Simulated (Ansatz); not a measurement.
Reaction (redistribution): `[GeH3][SiH2][SiH2][SiH2][GeH3]` + `[SiH3][GeH2][SiH2][GeH2][GeH3]` → `[GeH3][SiH2][GeH2][SiH2][GeH2][GeH3]` + `[SiH3][SiH2][SiH2][GeH3]`

Gas-phase electronic energies from Ansatz, PBE0-D4/def2-TZVP geometries. CCSD(T)/CBS is the MP2 limit (def2-TZVPP, def2-QZVPP) plus CCSD(T) − MP2 in def2-TZVPP, frozen cores. Functionals use def2-TZVPP. For Ge outer-core shells are correlated without core-valence functions, which leaves a few kJ/mol of doubt a bond. Scalar relativity is left out up to krypton. Each species was taken in one conformer, which may not be the lowest.

| level | ΔE (eV) |
| --- | --- |
| LDA (SPW92) | -0.01 |
| CCSD(T)/def2-SVP | 0.00 |
| SCS-MP2/def2-TZVPP | -0.01 |
| HF/def2-QZVPP | 0.02 |

Task: What does CCSD(T)/CBS give? (Estimate.)

Result: Ansatz gave: 0.00 eV. The listed levels differ from it by -0.01, 0.00, -0.01, 0.02 eV.

Largest T1 diagnostic among the species: 0.013.

Leaving LDA and LC-ωPBE aside and taking each functional with its dispersion term where it has one, the values, not all of them listed here, spread over 0.01 eV, from BLYP-D4 to revPBE-D4.
